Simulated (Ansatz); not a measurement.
Basis-set extrapolation for ClH6NO2Si2 (`O[SiH](O)N[SiH2]Cl`) (PBE0-D4/def2-TZVP geometry, frozen core, Ansatz). Multiplicity 1, RHF reference.

|  | def2-TZVPP | def2-QZVPP |
| --- | --- | --- |
| HF | -1245.403427 | -1245.445436 |
| MP2 correlation | -1.119183 | -1.213417 |
| CCSD(T) correlation | -1.209857 | not run |

Energies in hartree. Use E(X) = E(∞) + A·exp(−7.88·√X) for Hartree–Fock and E(X) = E(∞) + B·X^(−2.97) for correlation, with X = 3 and 4, and add CCSD(T) minus MP2 of the smaller set to the MP2 limit.

Task: What is the CCSD(T) energy at the basis-set limit?

Result: HF limit: -1245.445436 + (-0.042009) × 0.13774 = -1245.45122. MP2 limit: -1.213417 + (-0.094234) × 0.74074 = -1.28322. Higher-order term: -1.209857 − (-1.119183) = -0.09067. Total: -1246.82511 hartree, 556.1 kJ/mol below CCSD(T)/def2-TZVPP.
